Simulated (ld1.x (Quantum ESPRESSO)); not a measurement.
# Reading a pseudo-wave (potassium)

Columns: radius, all-electron u(r) and pseudo u(r) of the 3s shell (level -36.10 eV) of potassium in the configuration [Ne] 3s2 3p6 4s0.5 4p0.5; Wu–Cohen, scalar-relativistic, RRKJ scheme, ld1.x (Quantum ESPRESSO) 7.5.

```json
{"r (bohr)": "0.113", "all-electron": "-0.0345", "pseudo": "0.1304"}
{"r (bohr)": "0.225", "all-electron": "-0.4722", "pseudo": "0.2577"}
{"r (bohr)": "0.338", "all-electron": "-0.4156", "pseudo": "0.3822"}
{"r (bohr)": "0.450", "all-electron": "-0.1016", "pseudo": "0.4996"}
{"r (bohr)": "0.563", "all-electron": "0.2616", "pseudo": "0.6097"}
{"r (bohr)": "0.675", "all-electron": "0.5660", "pseudo": "0.7077"}
{"r (bohr)": "0.788", "all-electron": "0.7851", "pseudo": "0.7917"}
{"r (bohr)": "0.900", "all-electron": "0.9160", "pseudo": "0.8559"}
{"r (bohr)": "1.013", "all-electron": "0.9748", "pseudo": "0.8973"}
{"r (bohr)": "1.125", "all-electron": "0.9786", "pseudo": "0.9121"}
{"r (bohr)": "1.238", "all-electron": "0.9442", "pseudo": "0.8995"}
{"r (bohr)": "1.350", "all-electron": "0.8863", "pseudo": "0.8620"}
{"r (bohr)": "1.463", "all-electron": "0.8144", "pseudo": "0.8042"}
{"r (bohr)": "1.575", "all-electron": "0.7374", "pseudo": "0.7343"}
{"r (bohr)": "1.688", "all-electron": "0.6589", "pseudo": "0.6583"}
{"r (bohr)": "1.800", "all-electron": "0.5836", "pseudo": "0.5836"}
{"r (bohr)": "1.913", "all-electron": "0.5123", "pseudo": "0.5123"}
{"r (bohr)": "2.025", "all-electron": "0.4472", "pseudo": "0.4472"}
{"r (bohr)": "2.138", "all-electron": "0.3878", "pseudo": "0.3878"}
{"r (bohr)": "2.250", "all-electron": "0.3350", "pseudo": "0.3350"}
{"r (bohr)": "2.363", "all-electron": "0.2879", "pseudo": "0.2879"}
{"r (bohr)": "2.475", "all-electron": "0.2469", "pseudo": "0.2469"}
{"r (bohr)": "2.588", "all-electron": "0.2109", "pseudo": "0.2109"}
{"r (bohr)": "2.700", "all-electron": "0.1799", "pseudo": "0.1799"}
{"r (bohr)": "2.813", "all-electron": "0.1530", "pseudo": "0.1530"}
{"r (bohr)": "2.925", "all-electron": "0.1301", "pseudo": "0.1301"}
```

Problem. How many radial nodes do the two functions have?

Solution. The all-electron 3s function has n − l − 1 = 2 (the table is too coarse to show those close to the nucleus); the pseudo-wave has 0, since the states of the same l below it are removed with the core.

Problem. At about which radius was the pseudo-wave matched?

Solution. 1.95 bohr. The columns agree to 0.0005 from 1.80 bohr on; several derivatives are matched, so the curves merge somewhat inside the radius.

Problem. Where does each function peak?

Solution. Outermost all-electron maximum near 1.12 bohr, pseudo maximum near 1.12 bohr (to the table’s step).

Problem. Is the pseudo-wave norm-conserving?

Solution. Yes: the RRKJ scheme keeps the norm inside the radius equal to the all-electron one, which fixes the energy derivative of the logarithmic derivative at the level.
